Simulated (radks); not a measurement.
Results of a calculation; reference values are marked as such.
Problem. F2+, configuration [He] 2s2 2p2 3p1 (not the ground configuration). Code: a radial shooting solver on a logarithmic mesh with Libxc functionals. Model: Dirac Kohn-Sham, PBE, spin-unpolarised, spherical densities, point nucleus; open shells are shared between the two j in proportion to 2j + 1. Some entries of the table are withheld. Estimate them.

| orbital | occ. | eigenvalue (hartree) | <r> (bohr) |
|---|---|---|---|
| 1s1/2 | 2 | -26.82231 | 0.1761 |
| 2s1/2 | 2 | -2.96388 | 0.8815 |
| 2p1/2 | 0.666667 | (1) | 0.8354 |
| 2p3/2 | 1.33333 | (2) | 0.8366 |
| 3p1/2 | 0.333333 | -0.58125 | (3) |
| 3p3/2 | 0.666667 | -0.58080 | (4) |

Solution. 
(1) 2p1/2 eigenvalue (hartree): -2.28654
(2) 2p3/2 eigenvalue (hartree): -2.28289
(3) 3p1/2 <r> (bohr): 2.939
(4) 3p3/2 <r> (bohr): 2.942
